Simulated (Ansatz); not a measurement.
AlH₈NO₂Si₂, SMILES `[NH2][Al]([O][SiH3])[O][SiH3]`, 14 atoms. The species carries charge 0 and has multiplicity 1. All runs use 4 threads of an Intel Xeon Platinum 8375C on a shared host. Correlated methods freeze the cores.

Problem. How many basis functions does each run have, and how long does it take in Ansatz? RKS r2SCANh-D4/def2-TZVPP energy; RHF-CCSD(T)/def2-TZVPP energy; RKS PBE0-D4/def2-TZVP frequencies; RKS PBE-D4/def2-TZVPP energy and forces; RHF-MP2/def2-QZVPP energy; RKS PBE0-D4/def2-SVP energy; RKS PBE0-D4/def2-TZVP relaxation (22 steps); RKS r2SCAN0-D4/def2-TZVPP energy; RHF-CCSD(T)/def2-SVP energy; RKS ωB97M-V/def2-SVP energy; RKS PBE0-D4/def2-QZVPP energy; RKS SPW92 (LDA)/def2-TZVPP energy. (Best estimate.)

Solution. Ansatz gave: Other jobs shared the machine, so times are rough.

```tsv
level	job	functions	wall time	peak host memory (GiB)
RKS PBE0-D4/def2-SVP	energy	136	1.5 s	0.67
RKS SPW92 (LDA)/def2-TZVPP	energy	331	3.9 s	0.55
RKS ωB97M-V/def2-SVP	energy	136	5.5 s	0.67
RKS PBE-D4/def2-TZVPP	energy and forces	331	6.5 s	0.55
RKS r2SCANh-D4/def2-TZVPP	energy	331	13 s	1.2
RKS r2SCAN0-D4/def2-TZVPP	energy	331	14 s	1.2
RKS PBE0-D4/def2-QZVPP	energy	621	16 s	2.9
RHF-CCSD(T)/def2-SVP	energy	136	16 s	0.88
RHF-MP2/def2-QZVPP	energy	621	50 s	4.9
RKS PBE0-D4/def2-TZVP	relaxation (22 steps)	252	2.3 min	0.94
RKS PBE0-D4/def2-TZVP	frequencies	252	6.1 min	0.99
RHF-CCSD(T)/def2-TZVPP	energy	331	15 min	5.1
```
